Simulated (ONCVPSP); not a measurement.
**tantalum (Ta), ONCV: configuration errors across variants**

```json
{
 "Element": "Ta",
 "Generator": "ONCVPSP 4.0.1",
 "Type": "optimised norm-conserving Vanderbilt (ONCV)",
 "Functional": "PBEsol",
 "Relativity": "fully relativistic",
 "Frozen core": "[Kr] 4d10",
 "Valence charge": "27",
 "Reference configuration": "4f14 5s2 5p6 5d3 6s2",
 "Partial waves": "5s+6s: rc 1.90 bohr, ncon 4, nbas 8, qcut 7.4 1/bohr, 2 projectors; 5p: rc 1.25 bohr, ncon 4, nbas 8, qcut 7.4 1/bohr, 2 projectors, debl 3 Ha; 5d: rc 3.00 bohr, ncon 5, nbas 10, qcut 5.9 1/bohr, 3 projectors, debl 3.8 Ha; 4f: rc 0.55 bohr, ncon 4, nbas 7, qcut 18.5 1/bohr, local",
 "Local potential": "the f channel",
 "Core correction": "Teter function fitted to the true core (icmod 2), fcfact 0.35"
}
```

Open shells are filled in proportion to 2j + 1.

All-electron excitation energies from the reference (eV): (1) 4f14 5s2 5p6 5d3 6s1 8.509; (2) 4f14 5s2 5p6 5d3 6s0 23.488; (3) 4f14 5s2 5p6 5d2 6s0 47.089; (4) 4f14 5s2 5p6 5d3 6s0 6p1 13.590.

2 further variants failed, have other tests or too few solved ones, and are left out.

A true bound ghost makes a file unfit for plane-wave use even where its test errors are small: the radial tests pick states by their node count and pass the ghost by.

The file “base” misses its own reference levels by 1.2 eV. The file “s: qcut 4.8; p: qcut 4.8; d: qcut 3.8; f: qcut 12” misses its own reference levels by 1.2 eV. The file “s: qcut 5.7; p: qcut 5.7; d: qcut 4.6; f: qcut 14.3” misses its own reference levels by 1.2 eV. The file “s: qcut 7.2; p: qcut 7.2; d: qcut 5.8; f: qcut 18.1” misses its own reference levels by 1.2 eV. The file “s: qcut 8.4; p: qcut 8.4; d: qcut 6.7; f: qcut 21” misses its own reference levels by 1.2 eV. The file “s: qcut 9.1; p: qcut 9.1; d: qcut 7.3; f: qcut 22.7” misses its own reference levels by 1.2 eV.

Errors AE − PS in meV (a dash: test not solved or not reliable):

```csv
change,(1),(2),(3),(4),bound ghosts,GHOST(+) flags above zero
base,+0.4,+0.5,+17,-0.9,"s, p3/2, p1/2, d3/2","p3/2, d5/2, p1/2, d3/2"
s: qcut 4.8; p: qcut 4.8; d: qcut 3.8; f: qcut 12,+4.6,+16,+86,+3.2,"s, p3/2, d5/2, p1/2, d3/2",none
s: qcut 5.7; p: qcut 5.7; d: qcut 4.6; f: qcut 14.3,+1.0,-0.2,+22,-2.7,"s, p3/2, d5/2, p1/2, d3/2",none
s: qcut 7.2; p: qcut 7.2; d: qcut 5.8; f: qcut 18.1,+0.1,-1.3,+11,-1.7,"s, p3/2, p1/2, d3/2","p3/2, d5/2, p1/2, d3/2"
s: qcut 8.4; p: qcut 8.4; d: qcut 6.7; f: qcut 21,-0.8,-6.1,-9.4,-3.4,"s, p3/2, d5/2, p1/2, d3/2","p3/2, p1/2"
s: qcut 9.1; p: qcut 9.1; d: qcut 7.3; f: qcut 22.7,+0.1,-1.1,+5.0,-1.0,"s, p3/2, d5/2, p1/2, d3/2","p3/2, p1/2"
```

Give the same row for: s: qcut 6.5; p: qcut 6.5; d: qcut 5.2; f: qcut 16.2.

+0.2, -2.1, +11, -2.2; bound ghosts: s, p3/2, d5/2, p1/2, d3/2; GHOST(+) flags above zero: p1/2.
